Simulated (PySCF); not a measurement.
The numbers are results of PBE-D3(BJ)/def2-TZVP // r2SCAN-D4/def2-TZVP (PySCF), not measurements. Isolated molecules, 0 K electronic values unless said otherwise. One relaxed conformer stands for a flexible species; it need not be the lowest. Delta-SCF ions had no search for a lower state. Excitations are Tamm–Dancoff values on a coarser integration grid. The basis has no diffuse functions, so Rydberg states are missing or too high.

Reference species (SMILES): `C/N=C(/N)O` (neutral, multiplicity 1).

The HOMO–LUMO gap comes out as 5.37 eV and the vertical ionisation energy (Delta-SCF) is 8.68 eV. The T1 excitation (TDA) comes out as 5.06 eV.

After one change: the HOMO–LUMO gap rises by 0.12 eV; the vertical ionisation energy (Delta-SCF) rises by 0.06 eV; the T1 excitation (TDA) rises by 0.14 eV.

Question: Which change was made? The new species is one of these.
A) `N/C=N\CO` (C–N–C–O torsion -52°, N–C–O–H torsion -61°)
B) `C/N=C(\N)O`
C) `N/C=N/CO` (C–N–C–O torsion 116°, N–C–O–H torsion 46°)
D) `NC/N=C/O`

Answer: B, `C/N=C(\N)O`
